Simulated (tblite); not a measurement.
C3H11GeSi (doublet state).
Atom-mapped SMILES: `[CH3:1][GeH2:2][C@@H:3]([CH3:4])[SiH2:5]` (hydrogens: H6, H7, H8 on C1; H9, H10 on Ge2; H11 on C3; H12, H13, H14 on C4; H15, H16 on Si5)

Computed with GFN2-xTB (tblite), gas phase: L-BFGS steps from a force-field or distance-geometry start until the largest atomic force falls under 0.01 eV/Å.

Step 8: E = -424.3970 eV
```
atom  x, y, z in Å  |  force x, y, z in eV/Å
C1     -2.0479   -0.5668   -0.2661   -0.155  -0.021  -0.164
Ge2    -0.6222   -0.5993    1.0862   -0.085  -0.099   0.346
C3      0.9857    0.3286    0.3851    0.125  -0.386  -0.116
C4      1.7039   -0.6192   -0.5770    0.132  -0.096  -0.243
Si5     0.2421    1.8832   -0.4337    0.042   0.001  -0.059
H6     -2.4867    0.4323   -0.3113   -0.014  -0.198   0.015
H7     -2.8380   -1.2934   -0.0754    0.093   0.126   0.060
H8     -1.6392   -0.7872   -1.2533   -0.020   0.013   0.089
H9     -1.0962    0.0966    2.3523   -0.026  -0.105  -0.090
H10    -0.3052   -2.0357    1.4790   -0.046   0.085   0.017
H11     1.6702    0.5515    1.2070   -0.075   0.273  -0.050
H12     0.9916   -1.0541   -1.2863    0.127   0.052   0.078
H13     2.2067   -1.4521   -0.0583   -0.331   0.309  -0.009
H14     2.4756   -0.1132   -1.1612   -0.050   0.096   0.034
H15    -0.1891    2.8955    0.5399    0.196  -0.083  -0.111
H16     0.9409    2.3422   -1.6385    0.085   0.034   0.202
```

Step 9: E = -424.4173 eV
```
atom  x, y, z in Å  |  force x, y, z in eV/Å
C1     -2.0531   -0.5704   -0.2670    0.003  -0.010  -0.024
Ge2    -0.6185   -0.5952    1.0902   -0.206  -0.174   0.293
C3      0.9903    0.3296    0.3739   -0.006  -0.386  -0.014
C4      1.7096   -0.6184   -0.5846    0.050   0.009  -0.151
Si5     0.2268    1.8725   -0.4442    0.089  -0.061  -0.028
H6     -2.4902    0.4266   -0.3100   -0.043  -0.118  -0.003
H7     -2.8429   -1.2933   -0.0744    0.070   0.063   0.064
H8     -1.6379   -0.7896   -1.2500   -0.030  -0.004   0.039
H9     -1.1088    0.0847    2.3635    0.020  -0.081  -0.141
H10    -0.3152   -2.0367    1.4901   -0.023   0.112  -0.007
H11     1.6657    0.5685    1.1972   -0.024   0.250  -0.050
H12     0.9927   -1.0508   -1.2865    0.122   0.037  -0.024
H13     2.2023   -1.4501   -0.0640   -0.231   0.219   0.039
H14     2.4822   -0.1057   -1.1596   -0.041   0.054  -0.018
H15    -0.1640    2.8896    0.5291    0.104   0.016   0.008
H16     0.9533    2.3476   -1.6151    0.146   0.074   0.016
```

Step 10: E = -424.4309 eV
```
atom  x, y, z in Å  |  force x, y, z in eV/Å
C1     -2.0562   -0.5733   -0.2674    0.114  -0.010   0.094
Ge2    -0.6198   -0.5956    1.0979   -0.205  -0.170   0.134
C3      0.9927    0.3240    0.3663   -0.151  -0.229   0.083
C4      1.7143   -0.6174   -0.5920   -0.033   0.092  -0.042
Si5     0.2170    1.8633   -0.4525    0.135  -0.106   0.013
H6     -2.4936    0.4207   -0.3093   -0.066  -0.031  -0.013
H7     -2.8454   -1.2924   -0.0727    0.027  -0.008   0.065
H8     -1.6375   -0.7917   -1.2470   -0.021  -0.023  -0.007
H9     -1.1176    0.0746    2.3691    0.029  -0.037  -0.117
H10    -0.3230   -2.0354    1.4982   -0.006   0.072  -0.002
H11     1.6622    0.5852    1.1890   -0.016   0.184  -0.082
H12     0.9956   -1.0477   -1.2878    0.080   0.005  -0.135
H13     2.1958   -1.4453   -0.0676   -0.100   0.078   0.086
H14     2.4864   -0.0995   -1.1591   -0.010   0.044  -0.063
H15    -0.1441    2.8862    0.5220    0.053   0.052   0.063
H16     0.9656    2.3532   -1.5988    0.171   0.086  -0.077
```

Task: Estimate the geometry and energy of step 11. (The exact step hangs on the optimiser's Hessian estimate; all steps are aligned on step 10, rigid shifts and turns removed.)

Result: E = -424.4405 eV, largest force 0.269 eV/Å
```
atom  x, y, z in Å  |  force x, y, z in eV/Å
C1     -2.0566   -0.5754   -0.2661    0.130  -0.011   0.137
Ge2    -0.6245   -0.5993    1.1058   -0.127  -0.119  -0.030
C3      0.9913    0.3155    0.3632   -0.234  -0.037   0.127
C4      1.7169   -0.6155   -0.5980   -0.091   0.110   0.047
Si5     0.2133    1.8553   -0.4578    0.154  -0.081   0.031
H6     -2.4971    0.4159   -0.3089   -0.062   0.018  -0.011
H7     -2.8463   -1.2918   -0.0701    0.001  -0.056   0.061
H8     -1.6377   -0.7935   -1.2449   -0.010  -0.034  -0.018
H9     -1.1229    0.0671    2.3706    0.014   0.009  -0.056
H10    -0.3284   -2.0332    1.5036    0.005  -0.004   0.016
H11     1.6593    0.6002    1.1815   -0.030   0.099  -0.108
H12     0.9993   -1.0455   -1.2914    0.043  -0.016  -0.202
H13     2.1891   -1.4402   -0.0682    0.008  -0.031   0.099
H14     2.4891   -0.0942   -1.1600    0.004   0.042  -0.069
H15    -0.1295    2.8847    0.5183    0.033   0.039   0.063
H16     0.9772    2.3586   -1.5890    0.162   0.071  -0.088
```

The energy changes by -0.0096 eV. The first-order estimate −F·Δx gives -0.0136 eV and the mean of the old and new forces, exact on a quadratic surface, -0.0097 eV. The step makes an angle of 56° with the force vector and moves no atom by more than 0.017 Å.

The cost below is that of the whole relaxation. Time: 0.44 s of wall time. Hardware: an AMD EPYC 9B45 with one thread, no GPU, on a shared host.
